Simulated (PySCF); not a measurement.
**Electronic absorption of C3H2FN3**

C3H2FN3.
InChI=1S/C3H2FN3/c4-3-1-2-5-7-6-3/h1-2H

Theory: TDDFT CAM-B3LYP/def2-SVPD, vertical, gas phase, core orbitals frozen in the response in PySCF 2.14.0, density-fitted response routines. Geometry: GFN2-xTB; no solvent, vibrations or thermal averaging.

```
state  E (eV)  E (kJ/mol)  λ (nm)       f  |μ| (D)  symmetry  main configurations (H = HOMO, L = LUMO)
   S1    3.57         344   347.4  0.0047     0.59        A″                                 H→L (97%)
   S2    4.24         409   292.7  0.0004     0.15         –                               H→L+1 (97%)
   S3    4.53         437   273.8  0.0005     0.17         –                               H-1→L (98%)
   S4    5.09         491   243.8  0.0042     0.46        A″                             H-1→L+1 (98%)
   S5    6.03         582   205.6   0.011     0.70        A′   H-2→L (50%), H-3→L (18%), H-3→L+1 (16%)
   S6    6.79         655   182.7   0.031     1.09        A′   H-2→L+1 (34%), H-3→L (30%), H-2→L (29%)
   S7    7.39         713   167.7  0.0059     0.46        A′                               H→L+2 (82%)
   S8    7.62         735   162.8  0.0001     0.06         –                               H-4→L (93%)
```

Triplets (Tamm–Dancoff): T1 2.61 eV, H→L (86%); T2 3.69 eV, H→L+1 (76%), H-1→L (13%); T3 4.24 eV, H-1→L (82%), H→L+1 (11%).

The lowest singlet lies at 3.57 eV (347 nm, ultraviolet) and is very weak; its leading configuration is HOMO→LUMO (97%). The most intense listed level is S6 at 6.79 eV (183 nm, f = 0.031), 3.22 eV above S1. Löwdin shares by element: HOMO nitrogen 87%, carbon 5% or more; LUMO nitrogen 42% or more, carbon 37% or more (atoms not listed hold the other 21%). Weighted by f, the mean energy of these states is 6.28 eV. The listed states span 4.05 eV, and the widest gap between neighbours is 0.94 eV (S4 to S5). Orbital energies (eV): HOMO-3 -11.39, HOMO-2 -10.85, HOMO-1 -10.02, HOMO -8.97, LUMO -1.22, LUMO+1 -0.69, LUMO+2 1.10. No computed singlet lies in the visible range (380 to 750 nm); the lowest, at 347 nm, stands 0.31 eV above its violet end (3.26 eV); a Tamm–Dancoff triplet lies at 475 nm, without intensity as long as spin–orbit coupling is left out. Symmetry labels in Cs follow from the direction of the transition dipole and are given only for states with f of 0.002 or more. Singlets were solved by full linear response, triplets in the Tamm–Dancoff approximation.
